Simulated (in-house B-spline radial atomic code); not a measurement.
Atomic self-consistent-field run: Hf⁸⁺ (with a hole in an inner shell). Level of theory: Dirac-Hartree-Fock, average of configuration, Fermi nucleus of rms radius 5.347 fm; calculated with a B-spline radial code for spherical atoms.

Command:
```bash
python run_scf.py task.json out
```
Settings (nuclear radius in fm, mass in u):
```
Z                72
configuration    1s2 2s2 2p6 3s2 3p6 3d10 4s2 4p6 4d10 4f12 5s2 5p4
hamiltonian      dirac
method           hf
spin_polarised   False
nucleus          fermi
rms_radius       5.347
atomic_mass      179.94656
speed_of_light   137.035999084
```

Output (hartree, bohr):
```
 radial grid: 66 intervals, B-splines of order 8, outer radius 16.6667 bohr

 iter        energy (Eh)    residual
    1      -15012.967870    1.07e+00
    2      -15041.444483    1.56e+00
    3      -15069.416549    2.87e-01
    4      -15070.714595    1.13e-01
    5      -15070.793099    2.25e-02
    6      -15070.798334    1.57e-02
    7      -15070.801390    8.21e-04
    8      -15070.801395    2.95e-04
    9      -15070.801396    1.01e-05
   10      -15070.801396    2.35e-07

 total energy                    -15070.80140
 kinetic                           16850.6573
 electron-nucleus                 -37218.4010
 electron-electron                  5296.9423

 first-order corrections (not in the total)
   Gaunt                            17.4618
   retardation                      -1.8475
   frequency dependence             -0.2897
   self-energy                      12.6141
   Uehling                          -2.2966
   Wichmann-Kroll                    0.0875
   recoil                            0.0286

 orbital      occ     eigenvalue          <r>       <r^2>       <1/r>       <r^4>     <1/r^3>       r_max    small
 1s1/2      2.000     -2421.4919    0.0189867 0.000495041     83.7749 6.62924e-07           -      0.0119  7.33e-02
 2s1/2      2.000      -423.2135    0.0797183   0.0075748     20.3229 0.000100187           -      0.0682  1.66e-02
 2p1/2      2.000      -403.5148    0.0662045  0.00544646     20.2472 6.10921e-05           -     0.05098  1.66e-02
 2p3/2      4.000      -359.6239      0.07389  0.00664782      17.218 8.68559e-05       14811     0.05757  1.51e-02
 3s1/2      2.000      -102.5699     0.207642   0.0494364     7.47099  0.00370143           -       0.192  5.44e-03
 3p1/2      2.000       -93.8644      0.19789   0.0456304     7.37196  0.00330511           -      0.1803  5.37e-03
 3p3/2      4.000       -84.3058     0.212066   0.0522038     6.59653   0.0042895     3331.13      0.1938  4.94e-03
 3d3/2      4.000       -69.7781     0.186355   0.0408115     6.46852   0.0029638     569.518      0.1525  4.80e-03
 3d5/2      6.000       -67.7166     0.190744   0.0426262     6.28282  0.00320869     489.768      0.1562  4.68e-03
 4s1/2      2.000       -25.7898     0.466923    0.246042     3.11721   0.0876333           -      0.4374  1.75e-03
 4p1/2      2.000       -22.1641     0.474113    0.255769     3.00308   0.0974437           -      0.4386  1.66e-03
 4p3/2      4.000       -19.9351     0.504418    0.289273     2.74961    0.124567     758.918      0.4662  1.52e-03
 4d3/2      4.000       -13.9582     0.523371    0.316927     2.53557    0.160725     113.983      0.4652  1.33e-03
 4d5/2      6.000       -13.5400      0.53412    0.329854     2.47148    0.173938     96.2405      0.4744  1.29e-03
 4f5/2      5.143        -6.1261     0.599638    0.437215     2.06254    0.389533     17.8838      0.4463  9.36e-04
 4f7/2      6.857        -6.0521     0.606777    0.447627     2.03757    0.408018     17.1446      0.4512  9.19e-04
 5s1/2      2.000        -7.2369      1.06744     1.27008     1.25567     2.27785           -      0.9871  4.22e-04
 5p1/2      1.333        -6.0661      1.14146     1.45715     1.16354     3.03762           -       1.047  3.74e-04
 5p3/2      2.667        -5.6738      1.20811     1.62989     1.08371     3.77971     131.224       1.111  3.39e-04
```

Run time, properties included: 1.2 s on 1 thread of Intel(R) Xeon(R) Platinum 8559C (shared host).

For the Dirac Hamiltonian the kinetic term is c α·p + (β - 1)c².
